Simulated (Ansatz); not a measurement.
`N[SiH]([SiH3])BF` and `CN[SiH](N)[SiH3]` differ in one atom or group.

Ansatz, PBE0-D4/def2-TZVP geometries, multiplicity 1. Each molecule was computed in one conformer, which needn't be the lowest.

```json
{"property": "HOMO energy (PBE/def2-TZVPP) / eV", "`N[SiH]([SiH3])BF`": "-5.79"}
{"property": "HOMO–LUMO gap (PBE/def2-TZVPP) / eV", "`N[SiH]([SiH3])BF`": "3.14"}
{"property": "HOMO–LUMO gap (B3LYP/def2-TZVPP) / eV", "`N[SiH]([SiH3])BF`": "4.90"}
{"property": "HOMO–LUMO gap (ωB97M-V/def2-TZVPP) / eV", "`N[SiH]([SiH3])BF`": "9.35"}
{"property": "LUMO energy (ωB97M-V/def2-TZVPP) / eV", "`N[SiH]([SiH3])BF`": "0.22"}
{"property": "LUMO energy (PBE0/def2-TZVPP) / eV", "`N[SiH]([SiH3])BF`": "-1.71"}
```

Q: Give the same properties after the change, and the shifts. (Estimate.)

A: Ansatz gave: 
```csv
property,`CN[SiH](N)[SiH3]`,shift
HOMO energy (PBE/def2-TZVPP) / eV,-5.23,0.56
HOMO–LUMO gap (PBE/def2-TZVPP) / eV,4.72,1.58
HOMO–LUMO gap (B3LYP/def2-TZVPP) / eV,6.39,1.49
HOMO–LUMO gap (ωB97M-V/def2-TZVPP) / eV,10.60,1.25
LUMO energy (ωB97M-V/def2-TZVPP) / eV,1.95,1.73
LUMO energy (PBE0/def2-TZVPP) / eV,0.33,2.04
```

With PBE0 the HOMO rises by 0.55 eV and the LUMO rises by 2.04 eV, so the gap widens by about 1.49 eV. PBE moves the HOMO by 0.56 eV and ωB97M-V by 0.47 eV.

B3LYP here is the variant with VWN-RPA as its local correlation; programs differ in this.
